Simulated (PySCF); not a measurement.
Input of a run (PBE0-D3(BJ)/def2-SVP geometry optimisation, gas phase (PySCF 2.14.0)), started from GFN2-xTB:
```
{"job": {"xc": "PBE0", "basis": "def2-SVP", "d3": "d3bj", "grid": 1, "shake": 0.01, "kind": "geom"}, "charge": 0, "multiplicity": 1}
Si    -1.456100     0.694230    -0.261290
C     -0.176690    -0.160250     0.813880
Ge     1.391360    -0.762110    -0.196880
Br     2.584040     1.057090    -0.963630
H     -1.887380    -0.218520    -1.332090
H     -0.902360     1.933920    -0.851540
H     -2.596200     1.040830     0.607040
H     -0.598970    -1.020540     1.293540
H      0.159420     0.518840     1.630850
H      2.424720    -1.523880     0.657310
H      1.096260    -1.585440    -1.412840
```

Output (energies in Eh, forces in Eh/bohr):
```
step   0  E = -4981.58679661  max force = 0.018760
step   1  E = -4981.58961152  max force = 0.005937
step   2  E = -4981.58988154  max force = 0.002284
step   3  E = -4981.58990123  max force = 0.001356
step   4  E = -4981.58991427  max force = 0.000951
step   5  E = -4981.58993318  max force = 0.000625
step   6  E = -4981.58994250  max force = 0.000561
step   7  E = -4981.58994859  max force = 0.000466
step   8  E = -4981.58995164  max force = 0.000340
optimisation converged
```

Summarise the run.

The energy falls by 0.086 eV over 9 energy and gradient evaluations, the largest force component goes from 0.0188 to 3.4e-04 Eh/bohr, and the atoms move by 0.092 Å rms after alignment. The bond that changes most is Ge3–H11 (ends: germanium bonded to Br, C and 2 H; Ge–H hydrogen), which lengthens by 0.040 Å. Bonds longer at the end by more than 0.005 Å: 7 of 10; shorter: 2. Among the angles that change most is C2–Ge3–H11, from 115.5° to 111.8°. The energy never rose by more than 1e-6 Eh on the way. The first step brought 89 % of the lowering.

What are the final bond lengths?

Si1–C2 1.886 Å, C2–Ge3 1.946 Å, Ge3–Br4 2.316 Å, Si1–H5 1.495 Å, Si1–H6 1.492 Å, Si1–H7 1.495 Å, C2–H8 1.104 Å, C2–H9 1.102 Å, Ge3–H10 1.538 Å, Ge3–H11 1.538 Å. Numbering counts from 1 in the input's order; the species is `[GeH2]([Br])[CH2][SiH3]`.

The run used 131 basis functions and 50 SCF cycles in all.

PBE0-D3(BJ)/def2-SVP frequencies: not computed here. The numbers are those of one conformer.

Conformer computed: `[SiH3:1][CH2:2][GeH2:3][Br:4]`: Si1–C2–Ge3–Br4 60°.
